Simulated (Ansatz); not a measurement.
Basis-set series for F₂GeH₆Si₂, SMILES `[F][Ge]([F])([SiH3])[SiH3]`. Charge 0, multiplicity 1. The structure was optimised at the PBE0-D4/def2-TZVP level.

```tsv
functional	basis	functions	energy (Eh)	HOMO (eV)	LUMO (eV)
PBE0-D4	def2-TZVPP	278	-2858.77829	-8.02	-0.98
PBE0-D4	def2-QZVPP	523	-2858.85467	-8.05	-1.05
ωB97M-V	def2-TZVPP	278	-2859.24808	-9.97	0.77
ωB97M-V	def2-QZVPP	523	-2859.32114	-10.00	0.59
```

(1) Give the rows for def2-SVP. (Estimate.)

Answers

(1) Computed: 
| functional | basis | functions | energy (Eh) | HOMO (eV) | LUMO (eV) |
| --- | --- | --- | --- | --- | --- |
| PBE0-D4 | def2-SVP | 126 | -2858.05642 | -8.01 | -0.76 |
| ωB97M-V | def2-SVP | 126 | -2858.51897 | -9.92 | 1.10 |

Positive LUMOs are unbound and depend on the basis. Scalar relativity is left out up to krypton.
